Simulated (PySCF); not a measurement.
How methods differ on the fine-structure interval of Ta⁴⁶⁺

Ta⁴⁶⁺ [Ar] 3d9 [3d3/2^4 3d5/2^5, M_J = 5/2] → Ta⁴⁶⁺ [Ar] 3d9 [3d3/2^3 3d5/2^6, M_J = 3/2], as a difference of total energies. All numbers are calculated (PySCF 2.14, the two-component X2C-1e Hamiltonian, in an uncontracted even-tempered set (16 s from 11 bohr⁻², ratio 2.8; 13 p from 15 bohr⁻², ratio 2.8; 8 d from 15 bohr⁻², ratio 2.8; 3 f from 54 bohr⁻², ratio 3)). Correlated levels: [Ne] frozen; the 80 highest virtual spinors dropped. "Screened" scales the spin-orbit matrix elements by Boettger's factors to mimic the two-electron term; Breit and QED terms are absent.

```
                    method  fine-structure interval (cm⁻¹)
 GHF (screened spin-orbit)                          514780
GMP2 (screened spin-orbit)                          514310
     GHF (bare spin-orbit)                          597350
```
